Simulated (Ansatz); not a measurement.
Consider the cleavage of the Si–Si bond: `C[SiH2][SiH](C)Cl` + `OCO` → `C[SiH2]OCO` + `C[SiH2]Cl`.

Computed with Ansatz on PBE0-D4/def2-TZVP structures; ΔE is electronic, products minus reactants. CBS: MP2 limit from def2 TZ/QZ plus the TZ coupled-cluster correction, frozen cores. This one scheme is used for every species. DFT in def2-TZVPP. B3LYP here is the variant with VWN-RPA as its local correlation; programs differ in this. Each species was taken in one conformer, which may not be the lowest.

`C[SiH2][SiH](C)Cl`:

```xyz
14

C     2.430    0.742   -0.084
Si    0.823    0.388    0.812
Si   -0.872   -0.179   -0.699
C    -2.443   -0.777    0.108
Cl   -0.117   -1.704   -1.893
H     2.727   -0.122   -0.682
H     3.231    0.963    0.625
H     2.320    1.597   -0.754
H     0.384    1.576    1.602
H     0.988   -0.746    1.765
H    -1.172    0.950   -1.623
H    -2.879    0.021    0.716
H    -2.244   -1.634    0.755
H    -3.175   -1.074   -0.647
```

`OCO`:

Cartesian coordinates in Å:
```
O 0.207 0.036 1.201
C -0.317 0.249 -0.076
O 0.352 -0.474 -1.066
H 0.104 -0.897 1.411
H -0.248 1.329 -0.240
H -1.364 -0.066 -0.147
H 1.267 -0.178 -1.082
```

`C[SiH2]OCO`:

Z-matrix (Å, degrees):
```
C
Si 1 1.857
H 1 1.092 2 111.0
H 1 1.093 2 110.4 3 -120.2
H 1 1.092 2 110.7 3 120.3
O 2 1.659 1 106.8 3 -61.4
H 2 1.488 1 110.1 3 177.9
H 2 1.491 1 111.7 3 57.4
C 6 1.396 2 122.7 1 160.5
O 9 1.394 6 112.8 2 58.7
H 9 1.095 6 110.8 2 -59.2
H 9 1.096 6 106.5 2 -178.4
H 10 0.962 9 108.3 6 64.7
```

`C[SiH2]Cl`:

```xyz
8

C    -0.577    0.745   -0.365
Si    0.587   -0.575    0.226
Cl   -0.378   -1.797    1.577
H    -0.070    1.398   -1.081
H    -0.926    1.355    0.471
H    -1.446    0.303   -0.857
H     1.762    0.005    0.920
H     1.049   -1.435   -0.892
```

```tsv
level	ΔE (kJ/mol)	difference from CCSD(T)/CBS
PBE-D4	-67.5	24.4
r2SCAN-D4	-88.1	3.8
B3LYP-D4	-90.4	1.5
ωB97X-V	-91.4	0.5
ωB97M-V	-96.3	-4.4
B2PLYP	-98.5	-6.6
r2SCAN	-89.1	2.8
PBE0	-77.4	14.5
HF/def2-TZVPP	-117.3	-25.4
MP2/def2-TZVPP	-99.0	-7.1
CCSD/def2-TZVPP	-96.7	-4.8
MP2/def2-QZVPP	-98.9	-7.0
SCS-MP2/def2-QZVPP	-103.1	-11.2
HF/CBS(def2)	-119.4	-27.5
MP2/CBS(def2)	-97.6	-5.7
CCSD/CBS(def2)	-95.3	-3.4
CCSD(T)/CBS	-91.9	0
```

Largest T1 diagnostic among the species: 0.011.

In def2-TZVPP, CCSD(T) changes the Hartree–Fock value by +23.9 kJ/mol (the triples alone add +3.4 kJ/mol) and MP2 by +18.2 kJ/mol. From PBE to PBE0 (25 % exact exchange), in def2-TZVPP and without D4, ΔE moves by −6.9 kJ/mol. The D4 term adds +4.9 kJ/mol with B3LYP and +3.1 kJ/mol with PBE0; it sums over pairs of atoms, weighted by their polarisabilities, and B3LYP, whose exchange is more repulsive, gets the larger term.
